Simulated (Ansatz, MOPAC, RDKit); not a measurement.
Torsion H4–O1–Se2–O3 in H2O2Se (SMILES O[Se]O); at each angle all else is relaxed with GFN2-xTB, and the levels are single points there.
Geometry at 90° (charge 0, multiplicity 1):
```xyz
5

O      1.16368     0.48186    -0.33301
Se    -0.18210    -0.68014    -0.54488
O     -0.40837    -1.16126     1.16244
H      2.01556     0.04052    -0.39983
H     -0.93159    -0.50556     1.63348
```
Energies count from the point at 90°.

Cores are frozen in the correlated methods. Filled d and f shells under p-block atoms count as core. CBS(a, b) extrapolates the correlation energy as X⁻³ and adds the Hartree–Fock energy of set b. The state reached by PM3 isn't checked.

Programs: Ansatz (a program for electronic structure) with Gaussian orbitals; MOPAC for PM3 (differences of heats of formation); RDKit for the force fields. 

Energies in kcal/mol.

```tsv
dihedral (°)	UFF	PM3	SCS-MP2/cc-pVDZ	CCSD(T)/CBS(cc-pVTZ, cc-pVQZ)
0	1.84	5.17	6.81	7.20
30	0.93	3.20	4.12	4.51
60	0.10	0.66	0.74	0.97
90	0.00	0.00	0.00	0.00
120	0.41	1.66	2.80	2.46
150	1.59	4.43	6.84	6.20
180	2.46	5.88	8.55	7.80
210	2.02	4.81	6.70	5.96
240	1.37	2.64	3.22	2.61
270	1.26	1.58	1.39	1.02
300	1.17	2.45	2.83	2.71
330	1.42	4.41	5.90	6.07
```
